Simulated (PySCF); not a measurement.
Computed IR spectrum (relative IR intensity) of a molecule C2H3ClF2Si. Coordinates come from a PBE0-D3(BJ)/def2-SVP optimisation. One conformer was computed; it need not be the lowest. Level of theory: PBE0-D3(BJ)/def2-SVP run with PySCF. Frequencies are harmonic and unscaled.

```json
[
 {"ν (cm⁻¹)": "225", "relative intensity": "5.8"},
 {"ν (cm⁻¹)": "285", "relative intensity": "4.5"},
 {"ν (cm⁻¹)": "427", "relative intensity": "10"},
 {"ν (cm⁻¹)": "545", "relative intensity": "28"},
 {"ν (cm⁻¹)": "627", "relative intensity": "12"},
 {"ν (cm⁻¹)": "768", "relative intensity": "72"},
 {"ν (cm⁻¹)": "780", "relative intensity": "16"},
 {"ν (cm⁻¹)": "830", "relative intensity": "29"},
 {"ν (cm⁻¹)": "842", "relative intensity": "15"},
 {"ν (cm⁻¹)": "923", "relative intensity": "90"},
 {"ν (cm⁻¹)": "1050", "relative intensity": "33"},
 {"ν (cm⁻¹)": "1259", "relative intensity": "32"},
 {"ν (cm⁻¹)": "1380", "relative intensity": "3.9"},
 {"ν (cm⁻¹)": "1725", "relative intensity": "100"},
 {"ν (cm⁻¹)": "2323", "relative intensity": "34"},
 {"ν (cm⁻¹)": "3203", "relative intensity": "3.6"}
]
```

Problem. Which molecule gave these data?
A. F/C=C\[Si@H](F)Cl
B. F/C=C(/F)[SiH2]Cl
C. C=C(F)[Si@@H](F)Cl
D. F[SiH](F)/C=C\Cl

Solution. A, F/C=C\[Si@H](F)Cl
